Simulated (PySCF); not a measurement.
# Electric field gradients and quadrupole coupling constants

Species: C4H7N2P.
Numbering: `[CH3:1][c:2]1[n:3][nH:4][c:5]([CH3:6])[p:7]1` (hydrogens: H8, H9, H10 on C1; H11 on N4; H12, H13, H14 on C6)

Cartesian coordinates in Å at the GFN2-xTB level; atoms count from 1:
```xyz
14
C4H7N2P angstrom
C      2.7696   -0.0802    0.0337
C      1.2824   -0.0261   -0.0296
N      0.6821    0.2204   -1.1634
N     -0.6331    0.2254   -0.9988
C     -1.1033   -0.0111    0.2408
C     -2.5707   -0.0380    0.4935
P      0.1971   -0.2719    1.3563
H      3.1804    0.0032   -0.9693
H      3.1514    0.7370    0.6449
H      3.0954   -1.0167    0.4841
H     -1.2133    0.4059   -1.8073
H     -2.8179    0.5750    1.3585
H     -2.9002   -1.0556    0.7053
H     -3.1205    0.3323   -0.3709
```

Field gradients from the PBE0/pcSseg-1 density (PySCF, non-relativistic), principal values in atomic units, ordered |Vxx| ≤ |Vyy| ≤ |Vzz|:

| atom | Vxx | Vyy | Vzz |
| --- | --- | --- | --- |
| N3 | 0.2093 | 0.8170 | -1.0263 |
| N4 | 0.2198 | 0.4744 | -0.6942 |

Find the asymmetry η = (Vxx − Vyy)/Vzz and the couplings χ = eQV/h (234.96 MHz × Q in barn × V in au), with Q(14N) = 0.02044 b.

```json
{"atom": "N3", "environment": "pyridine-type nitrogen", "nucleus": "14N", "η": "0.59", "χzz (MHz)": "-4.929", "χxx (MHz)": "1.005", "χyy (MHz)": "3.924"}
{"atom": "N4", "environment": "pyrrole-type nitrogen", "nucleus": "14N", "η": "0.37", "χzz (MHz)": "-3.334", "χxx (MHz)": "1.056", "χyy (MHz)": "2.278"}
```

What is Vzz at N4 in SI units (1 au = 9.71736 × 10²¹ V/m²)?

-0.6942 au = -6.745 × 10²¹ V/m².

And the gradient at the other heavy atoms, for which no coupling is worked out here?

```
atom                  environment  Vzz (au)     η
  C1         benzylic-type carbon     0.090  0.42
  C2  substituted aromatic carbon     0.240  0.53
  C5  substituted aromatic carbon    -0.271  0.53
  C6         benzylic-type carbon     0.100  0.21
  P7     phosphorus bonded to 2 C    -0.940  0.78
```

Were the hydrogens deuterons (Q(2H) = 0.00286 b), χzz would run from 207 kHz (H13) to 262 kHz (H11).

Isolated species at its GFN2-xTB geometry, gas phase. GFN2-xTB frequencies show an imaginary mode (68i cm⁻¹), so this geometry is no minimum at that level. GFN2-xTB bond lengths can be off by several hundredths of an ångström, more for odd bonds, and the gradients follow them. With a basis this small, the couplings can be 20 % off.
